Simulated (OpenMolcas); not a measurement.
# Mn3+: ligand-field states by method

Mn3+ with its 6 nearest chloride ions at 2.419 Å, on the Zr site of Cs2ZrCl6 (a = 10.407 Å, distance in the model lattice 2.446 Å). The rest of the host is ab initio model potentials to 7.6 Å and point charges beyond; the distance is set by hand and nothing relaxes, and no local charge compensation is placed. Ligand basis ANO-RCC-VDZP.

| Property | Result |
| --- | --- |
| Program | OpenMolcas 26.06 |
| Basis | ANO-RCC-VTZP [6s5p3d2f1g] |
| Scalar Hamiltonian | DKH2, point nucleus |
| Active space | 4 electrons in 5 orbitals (3d) |
| State averaging | 2S+1 = 5 even, 5 roots; 2S+1 = 3 even, 45 roots; 2S+1 = 1 even, 50 roots |
| Spin-orbit coupling | RASSI with atomic mean-field integrals over the reference wave functions |

I. CASSCF
II. SS-CASPT2, IPEA 0.25 Eh, imaginary shift 0.1 Eh (closed shells correlated: 3s 3p and the ligand valence shells)

Spin-free states (labels of O, the rotations of Oh) in cm-1, each column counted from its own energy of the first state listed:

| State | Degeneracy | I | II |
| --- | --- | --- | --- |
| 5E | 2 | 0 | 0 |
| 5T2 | 3 | 11106 | 14690 |
| 3T1 | 3 | 14970 | 5030 |
| 3E | 2 | 21444 | 13920 |
| 3T1 | 3 | 23642 | 15050 |
| 3T2 | 3 | 24349 | 16060 |
| 3A2 | 1 | 26170 | 17470 |
| 1T2 | 3 | 26440 | 11140 |
| 3A1 | 1 | 26752 | 17370 |
| 1E | 2 | 27298 | 12130 |
| 3E | 2 | 29638 | 20290 |
| 1A1 | 1 | 31845 | 15970 |
| 3T1 | 3 | 31986 | 28960 |
| 1A2 | 1 | 32759 | 20910 |
| 3T2 | 3 | 32874 | 29040 |
| 1T2 | 3 | 33088 | 20710 |
| 3T1 | 3 | 33169 | 27500 |
| 1T1 | 3 | 34872 | 22270 |
| 3T2 | 3 | 38366 | 33310 |
| 1E | 2 | 39107 | 24230 |

From I to II, I's first state of the same spin (5T2) moves from 11106 to 14690 cm-1, by about +3600 cm-1.

From I to II, I's first state of another spin (3T1) moves from 14970 to 5030 cm-1, by about -9900 cm-1.

χT at 300 K: I 2.95, II 2.95 cm3 K/mol.

Roots that are degenerate in the reference are averaged as groups; the widest CASPT2 spread within a group is 490 cm-1 (the 2-fold group of multiplicity 1 near 71400 cm-1 above the lowest state of its run, II). Shifts and gaps below about the spread of the groups concerned are not significant. Over all roots computed the reference weight is 0.63 to 0.67 in II; a low but even weight reflects the number of correlated electrons. An orbital doublet at a regular site is open to a Jahn-Teller distortion, which this geometry leaves out. This shell can be high or low spin here, a state of another spin lies low, and with metal d orbitals alone active their balance is uncertain, so the ground spin may be wrong. Ligand-to-metal charge-transfer states are missing. With no ligand orbital active B as a rule stays too high, so bands that hang on it stand too high and its fall with covalency is understated. Without dynamic correlation the repulsion within the d shell is too large (B by tens of per cent), so at a given field states of lower spin stand too high (holds for I). With metal d orbitals alone and no dynamic correlation the field as a rule comes out too small, by tens of per cent, by up to half for chloride and softer ligands (holds for I). These CASPT2 states fit no ligand-field parameters well, so their order and spin gaps are uncertain (holds for II). With one d shell and no ligand orbital active, 10Dq can be off by a tenth or more (holds for II). No measured value stands beside these numbers; the geometry was set by hand and not optimised.
